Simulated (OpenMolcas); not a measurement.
Ru3+ among 6 point charges of -0.85 e arranged as a tetragonal octahedron (D4h), 2.16 Å from the ion, with the axial distance 2.203 Å.

```
Program             : OpenMolcas 26.06
Method              : CASSCF
Basis               : ANO-RCC-VDZP [6s5p3d1f]
Scalar Hamiltonian  : DKH2, point nucleus
Active space        : 5 electrons in 5 orbitals (4d)
State averaging     : 2S+1 = 6 even, 1 root; 2S+1 = 4 even, 24 roots; 2S+1 = 2 even, 75 roots
Spin-orbit coupling : state interaction with AMFI integrals over the reference wave functions
```

(1) What is the spin-free ground state (labels of D4, the rotations of D4h)?

(2) What are the lowest two levels with spin-orbit coupling?

(3) What is χT at 300 K, and how does it compare with the textbook value?

Results:

(1) 6A1, 1-fold in its orbital part, 100 % from free-ion S terms; it has the highest spin that d5 allows.

(2) A 2-fold level E1/2 with g = 2.00, 6.00, 6.00, then a 2-fold level E3/2 0.1 cm-1 above it. Their leading multiplicities are 6 (99 %) and 6 (99 %).

(3) The lowest level has 2S+1 = 6, for which the spin-only value is χT = S(S+1) / 2 = 4.375 cm3 K/mol (g = 2). The computed 4.373 at 300 K differs by -0.002, through a little spin-orbit mixing out of the ground term, against the free-electron g of 2.0023, which raises it.

Without dynamic correlation the repulsion within the d shell is too large (B by tens of per cent), so at a given field states of lower spin stand too high. Point charges give a weaker field than real ligands, and real ions of this kind are as a rule low spin; the high spin found here belongs to the model. Point charges carry no covalency, so the field is a model and not that of real ligands. No measured value stands beside these numbers.
